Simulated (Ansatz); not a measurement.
Gas-phase electronic energies from Ansatz, PBE0-D4/def2-TZVP geometries. CCSD(T)/CBS adds triple-zeta CCSD(T) − MP2 to the extrapolated MP2 energy (def2 sets, frozen cores). This one scheme is used for every species. DFT in def2-TZVPP. Elements past krypton have def2 core potentials. For In outer-core shells are correlated without core-valence functions, which leaves a few kJ/mol of doubt a bond. One conformer a species, not always the lowest.

Consider the ligand exchange at the In–C bond: `[SiH3][CH2][InH2]` + `N=C(O)O` → `N=C(O)[O][InH2]` + `C[SiH3]`.

**Question.** Is it downhill or uphill in electronic energy at CCSD(T)/CBS, and by how much? (Estimate.)

**Answer.** Computed: Downhill: ΔE = -71.0 kJ/mol.

**Question.** What do these levels give: r2SCAN-D4, PBE0, CAM-B3LYP, HF/def2-TZVPP, MP2/def2-TZVPP, CCSD/def2-TZVPP? (An estimate is asked.)

**Answer.** Computed: r2SCAN-D4 -72.3, PBE0 -63.9, CAM-B3LYP -76.5, HF/def2-TZVPP -78.7, MP2/def2-TZVPP -64.2, CCSD/def2-TZVPP -67.0 kJ/mol.

Largest T1 diagnostic among the species: 0.016.

Leaving LDA and LC-ωPBE aside and taking each functional with its dispersion term where it has one, the values, not all of them listed here, spread over 14.8 kJ/mol, from BLYP-D4 to HSE06-D4. LDA lies +5.0 kJ/mol from PBE without D4. In def2-TZVPP, CCSD(T) changes the Hartree–Fock value by +11.8 kJ/mol (the triples alone add +0.1 kJ/mol) and MP2 by +14.4 kJ/mol. From r2SCAN to r2SCAN0 (25 % exact exchange), in def2-TZVPP and without D4, ΔE moves by +4.0 kJ/mol.
